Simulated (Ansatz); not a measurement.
Wavefunction ladder for `ClB1[SiH2]S1`

```json
{"atom": "Cl1", "x (Å)": "2.215", "y (Å)": "-0.912", "z (Å)": "-1.371"}
{"atom": "B2", "x (Å)": "0.771", "y (Å)": "-0.570", "z (Å)": "-0.496"}
{"atom": "Si3", "x (Å)": "-0.497", "y (Å)": "0.619", "z (Å)": "0.339"}
{"atom": "S4", "x (Å)": "-0.526", "y (Å)": "-1.557", "z (Å)": "0.193"}
{"atom": "H5", "x (Å)": "-1.602", "y (Å)": "1.289", "z (Å)": "-0.386"}
{"atom": "H6", "x (Å)": "-0.361", "y (Å)": "1.131", "z (Å)": "1.722"}
```

Total charge 0; spin multiplicity 1. Geometry: relaxed with PBE0-D4/def2-TZVP. Frozen core, restricted reference, Ansatz 0.2.0. CBS rows extrapolate triple and quadruple zeta; past MP2 they add the triple-zeta difference.

```tsv
basis	HF (Eh)	MP2 corr.	CCSD corr.	(T)	CCSD(T) total
def2-SVP	-1171.48119	-0.43919	-0.48130	-0.01751	-1171.98000
def2-TZVPP	-1171.90486	-0.57440	-0.61930	-0.03190	-1172.55606
def2-QZVPP	-1171.93797	-0.62422	–	–	–
CBS(def2)	-1171.94253	-0.66112	-0.70602	as TZ	-1172.68045
```
